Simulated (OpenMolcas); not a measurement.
# Pd2+: effect of the metal basis

Pd2+ with its 6 nearest oxide ions at 2.298 Å, on the Ca site of CaO (a = 4.8105 Å, distance in the model lattice 2.405 Å). The rest of the host is ab initio model potentials to 7.6 Å and point charges beyond; the distance is set by hand and nothing relaxes.

```
Program             : OpenMolcas
Method              : SS-CASPT2, IPEA 0.25 Eh, imaginary shift 0.1 Eh (closed shells correlated: 4s 4p and the ligand valence shells)
Spin-orbit coupling : state interaction with AMFI integrals over the reference wave functions
```

Fixed: ligand basis ANO-RCC-VDZP, active space 8 electrons in 5 orbitals (4d), DKH2 Hamiltonian.

States (labels of O, the rotations of Oh). Energies in cm-1 above the lowest state or level, χT in cm3 K/mol; 10Dq and B are least-squares fits to the states below 45000 cm-1, weighted by degeneracy, with a free offset, and given where the rms deviation is under 5 % of |10Dq| (or 100 cm-1) and under 700 cm-1.

```json
{"Run": "A", "Metal basis": "ANO-RCC-VDZP", "Ground state": "3A2", "First state of that spin": "3T2 17410", "10Dq": "18102", "B (rms of fit)": "567 (428)", "First gap with spin-orbit (degeneracies)": "6400 (3, 2)", "χT at 300 K": "1.272", "First state of another spin": "1E 6510", "Cost": "roughly 2.5 core-minutes"}
{"Run": "B", "Metal basis": "ANO-RCC-VTZP", "Ground state": "3A2", "First state of that spin": "3T2 17290", "10Dq": "17731", "B (rms of fit)": "510 (582)", "First gap with spin-orbit (degeneracies)": "5870 (3, 2)", "χT at 300 K": "1.273", "First state of another spin": "1E 5970", "Cost": "roughly 2.3 core-minutes"}
```

Against A, |10Dq| changes by -2.0 % in B.

Costs are those of the CASPT2 steps.

Roots that are degenerate in the reference are averaged as groups; the widest CASPT2 spread within a group is 380 cm-1 (the 3-fold group of multiplicity 1 near 23600 cm-1 above the lowest state of its run, B). Shifts and gaps below about the spread of the groups concerned are not significant. Over all roots computed the reference weight is 0.67 to 0.69 in A, 0.66 to 0.69 in B; a low but even weight reflects the number of correlated electrons. Real 4d8 and 5d8 ions are as a rule square planar and diamagnetic. Ligand-to-metal charge-transfer states are missing. With no ligand orbital active B as a rule stays too high, so bands that hang on it stand too high and its fall with covalency is understated. With one d shell and no ligand orbital active, 10Dq can be off by a tenth or more. The least metal-like active orbital is 82 % on the metal (Löwdin) and no ligand orbital is active, so the numbers are rough (holds for A). The least metal-like active orbital is 84 % on the metal (Löwdin) and no ligand orbital is active, so the numbers are rough (holds for B). No measured value stands beside these numbers; the geometry was set by hand and not optimised.
